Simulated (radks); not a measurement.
Values are calculated unless marked as measured or tabulated.
Q: The dysprosium ion Dy2+, configuration [Xe] 4f10 (the NIST ground configuration). Level of theory: Dirac Kohn-Sham, PBE, spin-unpolarised, spherical densities, point nucleus; open shells are shared between the two j in proportion to 2j + 1 (a radial shooting solver on a logarithmic mesh with Libxc functionals). Some entries of the table are withheld. Estimate them.

| orbital | occ. | eigenvalue (hartree) | r(max) (bohr) |
|---|---|---|---|
| 1s1/2 | 2 | -1970.382 | 0.01337 |
| 2s1/2 | 2 | -328.3604 | 0.07620 |
| 2p1/2 | 2 | -312.2850 | 0.05740 |
| 2p3/2 | 4 | -282.8756 | 0.06342 |
| 3s1/2 | 2 | -73.48344 | 0.2156 |
| 3p1/2 | 2 | -66.47802 | 0.2031 |
| 3p3/2 | 4 | -60.37019 | 0.2157 |
| 3d3/2 | 4 | -48.34344 | 0.1708 |
| 3d5/2 | 6 | -47.00983 | 0.1744 |
| 4s1/2 | 2 | -14.94427 | 0.4944 |
| 4p1/2 | 2 | (1) | (2) |
| 4p3/2 | 4 | (3) | (4) |
| 4d3/2 | 4 | -6.27284 | 0.5298 |
| 4d5/2 | 6 | -6.02588 | 0.5386 |
| 5s1/2 | 2 | -2.31274 | 1.159 |
| 5p1/2 | 2 | -1.56990 | 1.267 |
| 5p3/2 | 4 | -1.39638 | 1.350 |
| 4f5/2 | 4.28571 | -0.64493 | 0.5365 |
| 4f7/2 | 5.71429 | -0.61256 | 0.5418 |
| 6s1/2 | 0 | -0.53322 | 3.054 |
| 5d3/2 | 0 | -0.50527 | (5) |
| 5d5/2 | 0 | -0.49317 | (6) |

A: 
(1) 4p1/2 eigenvalue (hartree): -12.18190
(2) 4p1/2 r(max) (bohr): 0.4977
(3) 4p3/2 eigenvalue (hartree): -10.81755
(4) 4p3/2 r(max) (bohr): 0.5246
(5) 5d3/2 r(max) (bohr): 1.901
(6) 5d5/2 r(max) (bohr): 1.947
